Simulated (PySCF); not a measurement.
Stepwise substitution at one centre (Ga Cl-OH). Gas-phase values, no solvent. One relaxed conformer stands for each flexible species; it need not be the lowest. Strings in code marks are SMILES.

Computed with PBE-D3(BJ)/def2-TZVP // r2SCAN-D4/def2-TZVP in PySCF. All candidates: neutral, multiplicity 1. Excitations are Tamm–Dancoff values on a coarser integration grid. The basis has no diffuse functions, so Rydberg states are missing or too high.

```json
{
 "S1 excitation (TDA)": "5.52 eV",
 "HOMO": "-7.89 eV",
 "LUMO": "-2.51 eV"
}
```

Question: Which member has these values?
A) `[OH][Ga]([OH])[Cl]` (H–O–Ga–Cl torsion 0°, Cl–Ga–O–H torsion 180°)
B) `[OH][Ga]([Cl])[Cl]` (H–O–Ga–Cl torsion 180°)
C) `[OH][Ga]([OH])[OH]`
D) `[Cl][Ga]([Cl])[Cl]`

Answer: B, `[OH][Ga]([Cl])[Cl]` (H–O–Ga–Cl torsion 180°). The others give `[OH][Ga]([OH])[Cl]` (H–O–Ga–Cl torsion 0°, Cl–Ga–O–H torsion 180°): 5.47 eV, -7.51 eV, -2.17 eV; `[Cl][Ga]([Cl])[Cl]`: 5.29 eV, -8.01 eV, -2.88 eV; `[OH][Ga]([OH])[OH]`: 5.49 eV, -7.21 eV, -1.86 eV
